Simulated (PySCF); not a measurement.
Run record: geometry optimisation, `NB(Br)OB`.

Method: PBE0-D3(BJ)/def2-SVP geometry optimisation, gas phase (PySCF 2.14.0). Start geometry: GFN2-xTB. The input is one job of a driver script: a line of settings, then coordinates in Å.

Input:
```
{"job": {"xc": "PBE0", "basis": "def2-SVP", "d3": "d3bj", "grid": 1, "maxiter": 30, "shake": 0.01, "kind": "geom"}, "charge": 0, "multiplicity": 1}
B     -1.768290     0.489990     0.722100
O     -0.644220     0.129510     0.231030
B      0.455820    -0.287500    -0.327680
N      1.752880    -0.256830     0.316930
Br     0.407870    -0.980580    -2.112720
H     -2.456720    -0.259360     1.300860
H     -2.122540     1.632260     0.569890
H      1.865850     0.089240     1.250550
H      2.567170    -0.573890    -0.091320
```

Output:
```
step   0  E = -2755.43550717  max force = 0.073216
step   1  E = -2755.44427682  max force = 0.018342
step   2  E = -2755.44518409  max force = 0.005408
step   3  E = -2755.44558022  max force = 0.003503
step   4  E = -2755.44577403  max force = 0.001368
step   5  E = -2755.44582189  max force = 0.001293
step   6  E = -2755.44593899  max force = 0.001812
step   7  E = -2755.44598428  max force = 0.001439
step   8  E = -2755.44604933  max force = 0.001713
step   9  E = -2755.44621090  max force = 0.002742
... (8 lines left out)
step  18  E = -2755.44814797  max force = 0.001265
step  19  E = -2755.44819649  max force = 0.002874
step  20  E = -2755.44826979  max force = 0.003843
step  21  E = -2755.44842234  max force = 0.003584
step  22  E = -2755.44866257  max force = 0.002647
step  23  E = -2755.44885034  max force = 0.001150
step  24  E = -2755.44888432  max force = 0.001110
step  25  E = -2755.44890568  max force = 0.000248
step  26  E = -2755.44890083  max force = 0.000133
step  27  E = -2755.44890403  max force = 0.000085
optimisation converged
```

Energies in Eh; «max force» is the largest Cartesian gradient component in Eh/bohr.

Task: How much energy does the optimisation release, in eV?

Result: E(step 0) − E(last step) = 0.013397 Eh, which is 0.365 eV.

Task: Give the first gradient maximum in eV/Å.

Result: With 1 Eh/bohr = 51.422 eV/Å, 3.765 eV/Å.

Summary of the converged run: final energy -2755.44890 Eh after 27 steps; dipole 2.78 D.

Task: Give the final coordinates.

Result: 0.554 Å rms from the input after alignment:
```
atom  x, y, z in Å
B1    -1.7810    0.6009    0.3914
O2    -0.4288    0.6183    0.4184
B3     0.5251   -0.2294   -0.0876
N4     1.7809   -0.2875    0.5052
Br5    0.1611   -1.3292   -1.6445
H6    -2.3744   -0.3398   -0.0860
H7    -2.3529    1.5505    0.8752
H8     2.0063    0.2758    1.3153
H9     2.5228   -0.8840    0.1695
```

Task: Estimate the wall time. Hardware: Intel Xeon at 2.60 GHz, one thread, no GPU, shared host with 128 logical CPUs at a one-minute load of 67. And the peak memory of the process?

Result: About 2.5 min, with 0.45 GiB resident at the peak, the Python interpreter and its libraries included.
Labels such as C1 count atoms from 1, the log's own numbers from 0.
